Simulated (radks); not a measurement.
Question: Ionisation of the mercury ion Hg+, [Xe] 4f14 5d10 6s1, to [Xe] 4f14 5d10 as the strength of local exchange is varied. All-electron calculation, scalar-relativistic Kohn-Sham, Slater X-alpha exchange (alpha = 2/3 is LDA exchange), no correlation, spin-polarised, spherical densities, finite nucleus; open shells are filled with parallel spins first (spin-orbit coupling, left out, can overturn this in heavy ions); Fermi nuclear charge, rms radius 5.4648 fm. Program: a radial shooting solver on a logarithmic mesh with Libxc functionals.

alpha  E(Hg+) (hartree)  exchange (hartree)  IE (eV)  -e of the level emptied (eV)  <r> of it (bohr)
0.63        -19579.1220           -331.2522   18.084                   14.032 (6s)             2.547
0.667       -19598.6994           -351.0775   18.453                   14.399 (6s)             2.528
0.744       -19639.5077           -392.4668   19.231                   15.176 (6s)             2.489
0.792       -19664.9920           -418.3577   19.723                   15.670 (6s)             2.466
0.912       -19728.8550           -483.3861   20.977                   16.936 (6s)             2.409
0.974       -19761.9360           -517.1526   21.638                   17.606 (6s)             2.381
1.009       -19780.6363           -536.2649   22.015                   17.990 (6s)             2.366
x           -19721.9260           -476.3206   20.839                   16.796 (6s)             2.415

Which alpha was used in the last row?

Answer: alpha = 0.899. NIST Atomic Spectra Database: 18.757 eV (measured). The Delta-SCF value meets it near alpha = 0.70.
